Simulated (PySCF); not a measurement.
A geometry optimisation, step by step.

Compound: 4-methoxybutan-2-one, C₅H₁₀O₂.
Numbering: `[CH3:1][O:2][CH2:3][CH2:4][C:5]([CH3:6])=[O:7]` (hydrogens: H8, H9, H10 on C1; H11, H12 on C3; H13, H14 on C4; H15, H16, H17 on C6)

Computed by this run: PBE0-D3(BJ)/def2-SVP geometry optimisation, gas phase (PySCF 2.14.0); density fitting, grid level 2; the optimiser is geomeTRIC in internal coordinates, started from a GFN2-xTB structure. 8 of its 10 geometries are shown. The frame can shift and turn from step to step; on so coarse a grid that alone can change the energy by a few meV, and forces under 0.02 eV/Å are noise.

Step 0: E = -9424.3336 eV, largest atomic force 0.817 eV/Å
```
atom  x, y, z in Å  |  force x, y, z in eV/Å
C1      1.958   -1.543    0.209   -0.669   0.357  -0.157
O2      0.745   -0.910   -0.105    0.192   0.272   0.016
C3      0.885    0.476   -0.326   -0.459  -0.492  -0.181
C4     -0.492    1.082   -0.615    0.518  -0.112   0.622
C5     -1.300    1.140    0.670   -0.107  -0.191  -0.340
C6     -2.076   -0.107    0.975    0.105   0.328   0.259
O7     -1.280    2.108    1.388    0.050   0.176   0.145
H8      2.693   -1.413   -0.595    0.270  -0.003  -0.218
H9      1.735   -2.601    0.328    0.045  -0.381   0.072
H10     2.383   -1.150    1.140    0.183   0.068   0.278
H11     1.330    0.961    0.557    0.121   0.175   0.142
H12     1.553    0.650   -1.184    0.160   0.081  -0.148
H13    -0.350    2.093   -0.996   -0.019   0.309  -0.075
H14    -0.993    0.465   -1.360   -0.126  -0.185  -0.344
H15    -2.892   -0.204    0.261   -0.328  -0.088  -0.334
H16    -2.483   -0.068    1.982   -0.161   0.047   0.357
H17    -1.420   -0.967    0.856    0.226  -0.363  -0.095
```

Step 1: E = -9424.3830 eV, largest atomic force 0.196 eV/Å
```
atom  x, y, z in Å  |  force x, y, z in eV/Å
C1      2.211   -1.176    0.505    0.089  -0.111   0.029
O2      0.972   -0.626    0.189   -0.051   0.001  -0.034
C3      1.033    0.723   -0.168    0.075   0.137   0.117
C4     -0.375    1.252   -0.388    0.014  -0.023  -0.145
C5     -1.180    1.242    0.900    0.040   0.063   0.093
C6     -1.996    0.014    1.184   -0.040  -0.051  -0.047
O7     -1.118    2.176    1.667    0.012  -0.031  -0.022
H8      2.943   -1.056   -0.320   -0.044   0.000   0.022
H9      2.066   -2.251    0.685    0.016   0.048   0.006
H10     2.651   -0.723    1.417   -0.028   0.013  -0.044
H11     1.526    1.319    0.632   -0.047  -0.034  -0.057
H12     1.639    0.858   -1.089   -0.047  -0.018   0.020
H13    -0.303    2.296   -0.731   -0.017  -0.055   0.013
H14    -0.860    0.644   -1.170    0.005   0.045   0.034
H15    -2.803   -0.081    0.438    0.029  -0.003   0.014
H16    -2.429    0.068    2.191    0.006   0.005  -0.005
H17    -1.351   -0.872    1.076   -0.013   0.014   0.008
```

Step 3: E = -9424.3864 eV, largest atomic force 0.090 eV/Å
```
atom  x, y, z in Å  |  force x, y, z in eV/Å
C1      2.216   -1.175    0.505   -0.034   0.080  -0.016
O2      0.972   -0.618    0.208    0.000  -0.015   0.011
C3      1.036    0.731   -0.157   -0.035  -0.061  -0.057
C4     -0.371    1.253   -0.388   -0.031  -0.042   0.069
C5     -1.170    1.231    0.907   -0.045   0.006  -0.022
C6     -2.006    0.009    1.172    0.027   0.029  -0.025
O7     -1.092    2.150    1.686    0.029   0.022   0.054
H8      2.911   -1.106   -0.354    0.028  -0.011  -0.024
H9      2.067   -2.235    0.749   -0.022  -0.029   0.011
H10     2.693   -0.675    1.369    0.026   0.000   0.023
H11     1.523    1.331    0.636    0.022   0.029   0.041
H12     1.637    0.856   -1.080    0.035  -0.001  -0.020
H13    -0.304    2.296   -0.726   -0.011   0.045   0.004
H14    -0.860    0.652   -1.169    0.009  -0.038  -0.033
H15    -2.808   -0.066    0.420   -0.016  -0.005  -0.019
H16    -2.444    0.058    2.177    0.003   0.008  -0.002
H17    -1.373   -0.883    1.060    0.015  -0.017   0.004
```

Step 4: E = -9424.3878 eV, largest atomic force 0.071 eV/Å
```
atom  x, y, z in Å  |  force x, y, z in eV/Å
C1      2.220   -1.170    0.506   -0.057   0.039  -0.015
O2      0.973   -0.615    0.218    0.030   0.000   0.013
C3      1.036    0.731   -0.157   -0.041  -0.041  -0.039
C4     -0.372    1.252   -0.385   -0.014  -0.006   0.059
C5     -1.167    1.227    0.913   -0.015  -0.034  -0.030
C6     -2.012    0.009    1.164    0.004   0.037  -0.010
O7     -1.076    2.135    1.704    0.024   0.015   0.030
H8      2.899   -1.131   -0.367    0.016  -0.004  -0.014
H9      2.066   -2.222    0.782    0.001  -0.026   0.009
H10     2.717   -0.652    1.349    0.012   0.003   0.015
H11     1.524    1.335    0.633    0.022   0.029   0.024
H12     1.637    0.850   -1.082    0.017   0.004  -0.010
H13    -0.307    2.297   -0.720   -0.005   0.027  -0.002
H14    -0.862    0.652   -1.166    0.008  -0.027  -0.022
H15    -2.812   -0.054    0.409   -0.011  -0.008  -0.010
H16    -2.452    0.051    2.169   -0.002   0.002  -0.001
H17    -1.384   -0.886    1.045    0.012  -0.009   0.004
```

Step 5: E = -9424.3891 eV, largest atomic force 0.042 eV/Å
```
atom  x, y, z in Å  |  force x, y, z in eV/Å
C1      2.227   -1.162    0.509   -0.040  -0.003  -0.004
O2      0.977   -0.608    0.234    0.033   0.015   0.005
C3      1.038    0.733   -0.159   -0.008  -0.001   0.009
C4     -0.373    1.249   -0.379    0.000   0.020   0.005
C5     -1.159    1.213    0.924    0.008  -0.036  -0.020
C6     -2.029    0.009    1.151   -0.021   0.024  -0.003
O7     -1.037    2.098    1.738    0.015  -0.003   0.007
H8      2.881   -1.170   -0.385    0.000   0.003   0.006
H9      2.071   -2.199    0.839    0.013   0.001  -0.005
H10     2.755   -0.612    1.313   -0.003  -0.004   0.001
H11     1.529    1.347    0.623    0.008   0.004  -0.014
H12     1.634    0.844   -1.089   -0.009  -0.001   0.006
H13    -0.315    2.297   -0.708   -0.006  -0.011  -0.004
H14    -0.863    0.651   -1.162    0.007   0.001   0.003
H15    -2.827   -0.028    0.392    0.006  -0.008   0.004
H16    -2.470    0.042    2.155   -0.005  -0.005   0.000
H17    -1.414   -0.895    1.020    0.002   0.002   0.004
```

Step 6: E = -9424.3897 eV, largest atomic force 0.031 eV/Å
```
atom  x, y, z in Å  |  force x, y, z in eV/Å
C1      2.234   -1.155    0.512   -0.011  -0.020   0.006
O2      0.983   -0.602    0.242    0.015   0.011   0.004
C3      1.040    0.735   -0.164    0.011   0.021   0.020
C4     -0.374    1.246   -0.375    0.008   0.019  -0.019
C5     -1.151    1.200    0.933    0.012  -0.014  -0.001
C6     -2.043    0.010    1.144   -0.024   0.010  -0.001
O7     -1.003    2.066    1.762    0.007  -0.014  -0.006
H8      2.877   -1.185   -0.390   -0.005   0.008   0.010
H9      2.078   -2.183    0.866    0.012   0.007  -0.011
H10     2.774   -0.590    1.297   -0.009  -0.004  -0.003
H11     1.536    1.357    0.611   -0.003  -0.007  -0.021
H12     1.629    0.839   -1.098   -0.015  -0.002   0.005
H13    -0.322    2.296   -0.700   -0.008  -0.017  -0.006
H14    -0.865    0.648   -1.159    0.005   0.009   0.011
H15    -2.840   -0.008    0.383    0.010  -0.005   0.005
H16    -2.484    0.038    2.148   -0.003  -0.004   0.000
H17    -1.441   -0.903    1.005   -0.002   0.004   0.004
```

Step 8: E = -9424.3912 eV, largest atomic force 0.048 eV/Å
```
atom  x, y, z in Å  |  force x, y, z in eV/Å
C1      2.247   -1.137    0.522    0.043  -0.017   0.011
O2      0.995   -0.595    0.242   -0.033  -0.008   0.002
C3      1.042    0.737   -0.180    0.023   0.030   0.000
C4     -0.378    1.234   -0.373    0.008  -0.002  -0.024
C5     -1.132    1.173    0.947    0.002   0.028   0.026
C6     -2.069    0.014    1.138   -0.008  -0.014   0.001
O7     -0.932    2.003    1.801    0.000  -0.017  -0.011
H8      2.901   -1.155   -0.373   -0.005   0.006   0.003
H9      2.101   -2.171    0.866   -0.004   0.006  -0.006
H10     2.774   -0.574    1.317   -0.006   0.000  -0.003
H11     1.547    1.371    0.578   -0.013  -0.012  -0.001
H12     1.616    0.832   -1.125   -0.005  -0.002   0.000
H13    -0.343    2.286   -0.695   -0.004  -0.004  -0.005
H14    -0.873    0.635   -1.153   -0.003   0.002   0.009
H15    -2.865    0.032    0.376    0.005   0.001  -0.002
H16    -2.508    0.040    2.142    0.001   0.002  -0.001
H17    -1.497   -0.916    0.987   -0.002   0.002   0.002
```

Step 9: E = -9424.3915 eV, largest atomic force 0.022 eV/Å
```
atom  x, y, z in Å  |  force x, y, z in eV/Å
C1      2.251   -1.132    0.525    0.022  -0.001   0.003
O2      0.998   -0.596    0.236   -0.019  -0.007  -0.001
C3      1.042    0.737   -0.185    0.006   0.009  -0.011
C4     -0.380    1.230   -0.375   -0.001  -0.002  -0.003
C5     -1.128    1.167    0.949   -0.002   0.012   0.009
C6     -2.073    0.015    1.139    0.000  -0.005   0.000
O7     -0.916    1.991    1.807    0.002  -0.005  -0.001
H8      2.917   -1.127   -0.361   -0.001   0.001  -0.001
H9      2.110   -2.173    0.847   -0.004  -0.001   0.000
H10     2.761   -0.578    1.337   -0.001   0.001   0.000
H11     1.547    1.372    0.572   -0.004  -0.003   0.008
H12     1.613    0.831   -1.132    0.003   0.001   0.000
H13    -0.350    2.280   -0.699   -0.001   0.003  -0.003
H14    -0.877    0.629   -1.152   -0.002  -0.005   0.002
H15    -2.868    0.039    0.376    0.000   0.000  -0.003
H16    -2.513    0.043    2.143    0.000   0.002  -0.001
H17    -1.508   -0.918    0.988    0.002   0.000   0.001
```

**Question.** Summarise the path.

**Answer.** The energy falls by 0.0579 eV from step 0 to step 9; nine tenths of that is first reached at step 3. It falls at every step. The largest force goes from 0.817 to 0.022 eV/Å. Among the bonds C3–C4 changes most (a near tie, within 0.001 Å, with another), from 1.532 to 1.517 Å; the atoms move by 0.220 Å rms after alignment.

**Question.** Follow the three bonds and two angles with the largest change from start to end.

**Answer.** 
| step | E above end (eV) | largest force (eV/Å) | C3–C4 (Å) | C6–H17 (Å) | C6–H15 (Å) | C4–C5–C6 (°) | C4–C5–O7 (°) |
| --- | --- | --- | --- | --- | --- | --- | --- |
| 0 | 0.0579 | 0.817 | 1.532 | 1.088 | 1.089 | 114.5 | 121.7 |
| 1 | 0.0085 | 0.196 | 1.520 | 1.101 | 1.103 | 116.9 | 120.4 |
| 2 | 0.0064 | 0.059 | 1.518 | 1.101 | 1.102 | 116.2 | 120.7 |
| 3 | 0.0051 | 0.090 | 1.518 | 1.100 | 1.102 | 117.0 | 120.3 |
| 4 | 0.0037 | 0.071 | 1.519 | 1.101 | 1.102 | 116.7 | 120.4 |
| 5 | 0.0024 | 0.042 | 1.518 | 1.101 | 1.102 | 116.5 | 120.5 |
| 6 | 0.0018 | 0.031 | 1.518 | 1.101 | 1.102 | 116.6 | 120.4 |
| 7 | 0.0010 | 0.050 | 1.518 | 1.102 | 1.102 | 116.7 | 120.3 |
| 8 | 0.0003 | 0.048 | 1.517 | 1.102 | 1.102 | 116.8 | 120.3 |
| 9 | 0.0000 | 0.022 | 1.517 | 1.102 | 1.102 | 116.8 | 120.2 |

The cost below is that of the whole optimisation. Time: 94 s of wall time; peak memory 0.72 GiB. Hardware: an Intel Xeon 6975P-C with one thread, no GPU, on a shared host.
